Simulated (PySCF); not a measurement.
# From computed data to an observable: oscillator strength and radiative lifetime

C2H6ClFSi, SMILES F[C@@H](Cl)C[SiH3].

Geometry: PBE-D3(BJ)/def2-SVP. The structure was generated by enumeration; whether it is a known compound was not checked. The values are those of a single conformer.

TDDFT-B3LYP/def2-SVPD in PySCF 2.14.0 puts the first singlet state with f over 0.02 at 7.80 eV (vertical), with the transition dipole (-0.262, 0.165, 0.147) in atomic units.

Find the oscillator strength, the wavelength and the radiative lifetime that this transition would have in vacuum if emission retraced absorption.


|μ|² = 0.1175 au, so |μ| = 0.87 D. ΔE = 7.80/27.211 = 0.2866 hartree. f = (2/3) ΔE |μ|² = 0.022 (the program prints 0.022).
λ = 1239.84/7.80 = 159 nm; ν = 62911 cm⁻¹.
Einstein's coefficient A = 0.6670 ν² f s⁻¹ (ν in cm⁻¹) = 5.9e7 s⁻¹, so τ = 1/A = 17 ns. This state is S3; the lower singlets have f = 0.001, 0.003. The figure is the radiative limit of this one transition; relaxation, internal conversion, crossing to triplets and a medium change what is measured.
